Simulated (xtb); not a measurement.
Mo(OMe)(H)5 (CH8MoO), SMILES C[O][MoH5], multiplicity 1. All values are semi-empirical tight-binding results from xtb (GFN2-xTB unless named), good for trends rather than for accurate numbers. Geometry optimised at GFN2-xTB. The multiplicity is an assumed one; no other spin state was optimised. The structure was generated by enumeration; whether it is a known compound was not checked.

For metal compounds this method's bond lengths and energies can be far off.

```json
{
  "orbital_gap": "1.61 eV",
  "zero_point_energy": "45.7 kcal/mol",
  "G − E(el) at 298.15 K (modified RRHO)": "26.3 kcal/mol"
}
```
